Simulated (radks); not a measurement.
Co, 27 electrons, occupied as [Ar] 3d7 4s2 (the NIST ground configuration). Method: scalar-relativistic Kohn-Sham, XLYP, spin-unpolarised, spherical densities, point nucleus; computed with a radial shooting solver on a logarithmic mesh with Libxc functionals.

Normalised radial functions P(r) = r R(r), r in bohr:

r,1s,3p,4s
0.007222,1.6986,0.0112,0.0493
0.009479,2.0868,0.0185,0.0602
0.01244,2.5155,0.0304,0.0720
0.01646,2.9708,0.0499,0.0838
0.02161,3.3782,0.0795,0.0927
0.02836,3.6807,0.1242,0.0959
0.03723,3.7926,0.1888,0.0890
0.04887,3.6334,0.2767,0.0668
0.06414,3.1659,0.3861,0.0258
0.08419,2.4380,0.5043,-0.0335
0.1105,1.5991,0.6003,-0.1011
0.1451,0.8515,0.6217,-0.1545
0.1904,0.3458,0.5039,-0.1616
0.2499,0.0987,0.2019,-0.0952
0.328,0.0178,-0.2623,0.0417
0.4306,0.0018,-0.7661,0.1955
0.5651,0.0001,-1.1203,0.2747
0.7418,0.0000,-1.1760,0.2037
0.9737,0.0000,-0.9465,-0.0151
1.288,0.0000,-0.5808,-0.3054
1.691,0.0000,-0.2744,-0.5361
2.22,0.0000,-0.0946,-0.6347
2.913,0.0000,-0.0221,-0.5830
3.824,0.0000,-0.0032,-0.4262
5.019,0.0000,-0.0002,-0.2452
6.588,0.0000,0.0000,-0.1071
8.648,0.0000,0.0000,-0.0322

1s: eigenvalue -7596.9 eV, 0 radial nodes, <r> = 0.0562 bohr, 90 % of the charge inside 0.100 bohr. 3p: eigenvalue -65.481 eV, 1 radial node at r = 0.284 bohr, <r> = 0.816 bohr, 90 % of the charge inside 1.26 bohr. 4s: eigenvalue -5.437 eV, 3 radial nodes at r = 0.0728, 0.305, 0.959 bohr, <r> = 2.90 bohr, 90 % of the charge inside 4.47 bohr.
